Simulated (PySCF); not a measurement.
**TaNCl2, singlet: structure and spectrum**

All numbers come from B3LYP/[Ta def2-SVP with ECP60, N def2-SVP, Cl def2-SVP], scalar-relativistic core potentials, density fitting, no spin–orbit coupling, PySCF.

The structure is a minimum.

Coordinates in bohr (charge 0 multiplicity 1):
```
Ta    0.0000   -0.4126    0.3915
N     0.0000    1.0623    3.2275
Cl    3.6957    0.8479   -1.6570
Cl   -3.6957    0.8479   -1.6570
```

```json
{
 "Point group": "Cs",
 "Bond lengths": "Ta–Cl 2.333 Å (×2), Ta–N 1.692 Å",
 "Bond angles": "Cl–Ta–Cl 113.9°, Cl–Ta–N 106.3° (×2)",
 "Rotational constants": "0.1302, 0.05843, 0.04484 cm⁻¹",
 "Enthalpy at 298.15 K above 0 K": "16.57 kJ/mol",
 "Zero-point energy": "14.1 kJ/mol",
 "Entropy at 298.15 K and 1 bar": "337.4 J/(mol K)",
 "Atomisation energy without zero-point energy": "1440 kJ/mol",
 "Principal quadrupole moments (Buckingham, traceless) about the centre of mass": "-8.94, -3.06, 12.00 D Å",
 "Rotational symmetry number": "1",
 "Highest occupied level": "-7.56 eV",
 "Heat capacity Cp at 298.15 K": "70.5 J/(mol K)",
 "Lowest empty level": "-4.28 eV",
 "Principal polarisabilities": "40.9, 63.8, 69.8 bohr³",
 "Dipole moment": "4.92 D"
}
```

Harmonic modes (masses in u: Ta 180.948, N 14.003, Cl 34.969):
```csv
symmetry,ω (cm⁻¹),IR (km/mol),type
a',85,8.3,bend
a',175,18.6,bend
a'',243,3.7,bend
a',380,23.9,stretch
a'',392,73.5,stretch
a',1083,69.9,stretch
```

Charges (e):
| atom | Mulliken | Löwdin | polar tensor | Mayer order to Ta1 |
| --- | --- | --- | --- | --- |
| Ta1 | 0.69 | -0.18 | 1.61 | – |
| N2 | -0.23 | -0.08 | -0.63 | 2.99 |
| Cl3,4 | -0.23 | 0.13 | -0.49 | 1.23 |

Mulliken populations on Ta1 (electrons outside its core potential): s 2.42, p 6.34, d 3.45, f 0.10.

Formally Ta is in oxidation state +5, d0. The polar-tensor charge on Ta, 1.61, is far below the formal one.

Only a few start shapes were tried, so a lower isomer may exist. With an element this heavy the missing spin–orbit coupling can shift these numbers.

The final relaxation and frequency run took about 3 core-minutes on a shared host.
